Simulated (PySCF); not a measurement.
**Dipole moment and polarisability of `Cc1cpc(F)o1`**

C4H4FOP.
Numbering: `[CH3:1][c:2]1[cH:3][p:4][c:5]([F:6])[o:7]1` (hydrogens: H8, H9, H10 on C1; H11 on C3)

Structure used (GFN2-xTB), in Å, numbered top down from 1:
```
atom  x, y, z in Å
C1    -1.574   -0.564    0.158
C2    -0.197    0.001    0.165
C3     0.200    1.295    0.251
P4     1.963    1.460    0.219
C5     1.987   -0.244    0.092
F6     3.042   -1.054    0.006
O7     0.818   -0.883    0.074
H8    -1.747   -1.120   -0.763
H9    -2.302    0.237    0.235
H10   -1.703   -1.249    0.994
H11   -0.479    2.123    0.329
```

Level: B3LYP/def2-SVPD (PySCF), static field, nuclei fixed, core orbitals frozen in the response. The polarisability tensor in these axes (au):

```
x   89.07  7.18 -0.43
y    7.18 79.54  1.96
z   -0.43  1.96 50.92
```

Q: What are the eigenvalues, a third of the trace, and Δα (Δα² = ½Σ(αi − αj)² over the three pairs)?

A: Principal values 50.77, 75.84 and 92.93 au; mean 73.18 au = 10.84 Å³ = 12.07 × 10⁻⁴⁰ C²·m²/J; Δα = 36.73 au (50 % of the mean).

Q: What is the dipole moment, and where does it point?

A: (-2.73, 0.21, 0.08) D, 2.73 D in size, pointing from the negative to the positive side. Measured along this direction, the outermost atoms are F6 at the negative end and H9 at the positive end.

Q: Form Σ f/ω² (atomic units) for the 8 lowest TDDFT singlets, given as eV and f, and set it beside the mean polarisability, which is this sum over all singlets: 5.16, 0.0697; 5.68, 0.0000; 5.71, 0.0368; 5.88, 0.0071; 6.22, 0.0165; 6.62, 0.0089; 6.63, 0.3181; 7.03, 0.0010.

A: They add up to 8.76 au, 12.0 % of the 73.18 au; the largest single term is 5.35 au, from the state at 6.63 eV. Terms in order: 1.94, 0.00, 0.84, 0.15, 0.32, 0.15, 5.35, 0.01 au. Higher excitations give the rest. The strengths listed sum to 0.458.

Q: Directions of the eigenvectors, and the extent of the frame along each?

A: Largest value along (0.88, 0.47, 0.01), where the nuclei span 4.50 Å; middle along (-0.47, 0.88, 0.08), 4.48 Å; least along (0.03, -0.07, 1.00), 1.76 Å. 

Q: Find the Langevin capture rate constant for NH4+ (18.034 u) meeting this molecule (117.998 u), k = 2.342 × 10⁻⁹ cm³/s × √(α in Å³ / reduced mass in u).

A: The reduced mass is 15.64 u, so k = 1.95 × 10⁻⁹ cm³/s. The formula leaves out the permanent dipole, which adds to the capture rate.

Geometry: GFN2-xTB; no solvent, vibrations or thermal averaging.
